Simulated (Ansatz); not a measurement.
**How basis sets differ on SiH3Br (SMILES [SiH3]Br)**

SiH3Br, singlet, SMILES `[SiH3]Br`. Each level relaxes the structure for itself.

Each level gives the highest harmonic wavenumber at each level's own minimum (cm⁻¹). The values are calculated.

```json
{"level": "HF/STO-3G", "kind": "Hartree–Fock", "program": "Ansatz", "value (cm⁻¹)": "2918"}
{"level": "HF/3-21G", "kind": "Hartree–Fock", "program": "Ansatz", "value (cm⁻¹)": "2346"}
{"level": "HF/6-31G* (Cartesian functions)", "kind": "Hartree–Fock", "program": "Ansatz", "value (cm⁻¹)": "2433"}
{"level": "HF/cc-pVTZ", "kind": "Hartree–Fock", "program": "Ansatz", "value (cm⁻¹)": "2359"}
```

All-electron rows without a relativistic Hamiltonian named are non-relativistic. Harmonic and unscaled. The values span 2346 to 2918 cm⁻¹.
